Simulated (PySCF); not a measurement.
## Electron correlation in Os⁶⁵⁺ (osmium, charge +65)

[Ne] 3s1, 2S determinant. Computed with PySCF 2.14 in an uncontracted even-tempered set (17 s from 19 bohr⁻², ratio 2.5; 12 p from 25 bohr⁻², ratio 2.5; 4 d from 89 bohr⁻², ratio 2.7; 4 f from 130 bohr⁻², ratio 2.7), with the spin-free X2C one-electron Hamiltonian (Gaussian nucleus). Frozen: 1s2; 9 electrons correlated; the 20 highest virtual orbitals of each spin left out.

MP2 pair energies summed by pair of shells (mhartree):

| pair | energy | share (%) |
| --- | --- | --- |
| 2p-2p | -232.71 | 64.9 |
| 2s-2p | -73.74 | 20.5 |
| 2p-3s | -34.17 | 9.5 |
| 2s-2s | -12.71 | 3.5 |
| 2s-3s | -5.52 | 1.5 |

Total MP2 correlation energy: -358.84 mhartree.

At this charge the one-electron X2C treatment keeps the bare 1/r₁₂, with no two-electron picture change or Breit term. The effect here is smaller than on the frozen 1s shell; and a scalar Hamiltonian misses the large spin-orbit splitting of the p shells, which matters for ns² → np² pairs.
